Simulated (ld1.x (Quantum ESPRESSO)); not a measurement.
**In: one change to an ultrasoft potential, before and after**

| Item | Value |
| --- | --- |
| Element | In (Z = 49) |
| Generator | ld1.x (Quantum ESPRESSO) 7.5 |
| Type | ultrasoft |
| Functional | LDA (PZ) |
| Relativity | scalar-relativistic |
| Frozen core | [Ar] 3d10 4s2 |
| Valence charge | 19 |
| Reference configuration | 4p6 4d10 5s2 5p1 |
| Partial waves | 5s (bound): rcut 1.85, rcutus 2.25 bohr; 5s channel at 1.25 Ry: rcut 1.85, rcutus 2.25 bohr; 4p (bound): rcut 1.20, rcutus 1.30 bohr; 5p (bound): rcut 1.20, rcutus 1.30 bohr; 4d (bound): rcut 1.30, rcutus 1.45 bohr; 4d channel at -0.95 Ry: rcut 1.30, rcutus 1.45 bohr |
| Local potential | all-electron potential smoothed inside 1.60 bohr (lloc = -1) |
| Core correction | Bessel-smoothed model core inside 1.20 bohr |
| Augmentation charge | PSQ, inside the norm-conserving radii |

Change: augmentation PSQ, radius 1.25 bohr.

Cutoffs: the cutoffs (Ry, on a coarse ladder) from which the occupation-weighted sum of valence levels, in a spherical-Bessel basis at the reference potential, stays within 10 and 1 mRy of its value at 400 Ry; they do not see the model core or the augmentation charge, which bear on the density cutoff. Errors are all-electron minus pseudo energies relative to the spin-unpolarised reference configuration.

Predict the effect on cutoff, ghosts and configuration errors.

The potential gets neither clearly harder nor softer (80 Ry and 120 Ry → 80 Ry and 120 Ry); both files keep a bound ghost (s); the number of tests with a reliable result goes from 9 to 3 (the test run of the changed file stopped, so its transferability is not established); of the 3 tests that both files solve, the error grows in 2 and shrinks in 0 by more than 15 % and 0.3 meV (median size 5.1 → 6.6 meV).

```csv
quantity,base,changed
"cutoff, loose",80 Ry,80 Ry
"cutoff, tight",120 Ry,120 Ry
bound ghosts,s,s
tests with a reliable result,9 of 9,3 of 9 (the test run stopped)
"error for 4p6 4d10 5s2 5p0, meV [ΔE 5.59 eV]",-1.4,-2.4
"error for 4p6 4d10 5s1 5p0, meV [ΔE 25.26 eV]",-5.1,-6.6
"error for 4p6 4d10 5s0 5p0, meV [ΔE 54.00 eV]",-13,-13
s: phases at 2.46 bohr within 0.05 rad from the reference energy up to (Ry; the scan ends near 5),n/a,n/a
p: phases at 2.46 bohr within 0.05 rad from the reference energy up to (Ry; the scan ends near 5),to the end of the scan,to the end of the scan
d: phases at 2.46 bohr within 0.05 rad from the reference energy up to (Ry; the scan ends near 5),to the end of the scan,to the end of the scan
lowest overlap eigenvalue by channel,"s 0.33, p 0.22, d 0.88","s 0.33, p 0.22, d 0.88"
```

 A true bound ghost makes a file unfit for plane-wave use even where its test errors are small: the radial tests pick states by their node count and pass the ghost by.
